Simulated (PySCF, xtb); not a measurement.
C2H6BFO2, SMILES C[C@@H](F)B(O)O. Other conformers were not sampled.

Harmonic wavenumbers (cm⁻¹) from GFN2-xTB in xtb at its own minimum, in rising order: 43, 168, 173, 232, 347, 414, 461, 496, 582, 615, 711, 895, 931, 977, 1000, 1066, 1108, 1213, 1261, 1286, 1366, 1398, 1477, 1494, 2894, 3030, 3044, 3045, 3597, 3655.

**Question.** What does PySCF 2.14.0 with B3LYP-D3(BJ)/def2-SVP give at its own minimum? (The exact figures need the calculation; the answer reports its results.)

**Answer.** 61, 196, 221, 268, 369, 436, 485, 502, 628, 665, 757, 897, 993, 1009, 1046, 1086, 1132, 1262, 1339, 1394, 1403, 1454, 1482, 1504, 3011, 3030, 3112, 3121, 3806, 3886. Paired by order, the mean absolute difference is 53 cm⁻¹ and the zero-point energies are 55.7 and 58.0 kcal/mol.
